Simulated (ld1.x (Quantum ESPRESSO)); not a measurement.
# What one change does to a pseudopotential (La (Z = 57), TM)

```json
{
  "Element": "La (Z = 57)",
  "Generator": "ld1.x (Quantum ESPRESSO) 7.5",
  "Type": "norm-conserving Troullier–Martins (Kleinman–Bylander form)",
  "Functional": "PBEsol",
  "Relativity": "fully relativistic",
  "Frozen core": "[Kr] 4d10 5s2",
  "Valence charge": "9",
  "Reference configuration": "4f0 5p6 5d1 6s0 6p0 (charge +2)",
  "Partial waves": "5p (bound): rc 2.90 bohr; 5d (bound): rc 3.70 bohr; 4f (bound, empty): rc 0.85 bohr; 6s (bound, empty): rc 2.95 bohr",
  "Local potential": "the s channel",
  "Core correction": "none"
}
```

Open shells are filled in proportion to 2j + 1 (rel_dist='average').

All-electron outer shells of the reference configuration (PBEsol, scalar-relativistic, ld1.x):

```json
{"shell": "4d", "level (eV)": "-116.49", "outermost node (bohr)": "0.32", "outermost maximum (bohr)": "0.68"}
{"shell": "5s", "level (eV)": "-51.55", "outermost node (bohr)": "0.77", "outermost maximum (bohr)": "1.41"}
{"shell": "5p", "level (eV)": "-34.92", "outermost node (bohr)": "0.83", "outermost maximum (bohr)": "1.58"}
{"shell": "4f", "level (eV)": "-17.01", "outermost node (bohr)": "–", "outermost maximum (bohr)": "0.75"}
{"shell": "5d", "level (eV)": "-14.66", "outermost node (bohr)": "0.95", "outermost maximum (bohr)": "2.13"}
{"shell": "6s", "level (eV)": "-13.39", "outermost node (bohr)": "1.83", "outermost maximum (bohr)": "3.43"}
{"shell": "6p", "level (eV)": "-9.78", "outermost node (bohr)": "2.13", "outermost maximum (bohr)": "4.13"}
```

Change: core correction a·sin(br)/r model core inside 1.02 bohr.

Cutoffs: the cutoffs (Ry, on a coarse ladder) from which the occupation-weighted sum of valence levels, in a spherical-Bessel basis at the reference potential, stays within 10 and 1 mRy of its value at 400 Ry; they do not see the model core or the augmentation charge, which bear on the density cutoff. Errors are all-electron minus pseudo energies relative to the spin-unpolarised reference configuration.

Problem. How do hardness, ghosts and transferability respond?

Solution. The potential gets neither clearly harder nor softer (12 Ry and 21 Ry → 12 Ry and 21 Ry); of the 7 tests that both files solve, the error grows in 3 and shrinks in 3 by more than 15 % and 0.3 meV (median size 20.6 → 32.5 meV); neither file shows a bound ghost. A model core, the more so a compact one, raises the density cutoff, which this test does not measure.

| quantity | base | changed |
| --- | --- | --- |
| cutoff, loose | 12 Ry | 12 Ry |
| cutoff, tight | 21 Ry | 21 Ry |
| bound ghosts | none | none |
| error for 4f0 5p6 5d1 6s2 6p0, meV [ΔE -16.84 eV] | +60 | +22 |
| error for 4f0 5p6 5d1 6s1 6p0, meV [ΔE -10.85 eV] | +21 | +3.3 |
| error for 4f0 5p6 5d0 6s0 6p0, meV [ΔE 18.90 eV] | -11 | -39 |
| error for 4f0 5p6 5d2 6s0 6p0, meV [ΔE -10.79 eV] | -17 | -32 |
| error for 4f0 5p6 5d0 6s2 6p1, meV [ΔE -14.53 eV] | -392 | -438 |
| error for 4f0 5p6 5d2 6s1 6p0, meV [ΔE -16.03 eV] | +33 | -1.1 |
| error for 4f0 5p6 5d0 6s2 6p0, meV [ΔE -10.45 eV] | -9.4 | -48 |
| s: phases at 4.01 bohr within 0.05 rad from the reference energy up to (Ry; the scan ends near 5) | n/a | n/a |
| p1/2: phases at 4.01 bohr within 0.05 rad from the reference energy up to (Ry; the scan ends near 5) | -1.3 | -1.3 |
| p3/2: phases at 4.01 bohr within 0.05 rad from the reference energy up to (Ry; the scan ends near 5) | -1.2 | -1.2 |
| d3/2: phases at 4.01 bohr within 0.05 rad from the reference energy up to (Ry; the scan ends near 5) | -0.2 | -0.2 |
| d5/2: phases at 4.01 bohr within 0.05 rad from the reference energy up to (Ry; the scan ends near 5) | -0.1 | -0.1 |
| f5/2: phases at 4.01 bohr within 0.05 rad from the reference energy up to (Ry; the scan ends near 5) | -0.7 | -0.7 |
| f7/2: phases at 4.01 bohr within 0.05 rad from the reference energy up to (Ry; the scan ends near 5) | -0.7 | -0.7 |

Base: The cutoffs count occupied waves only; the empty 4f level needs 300 Ry at the loose tolerance. Changed file: The cutoffs count occupied waves only; the empty 4f level needs 300 Ry at the loose tolerance.
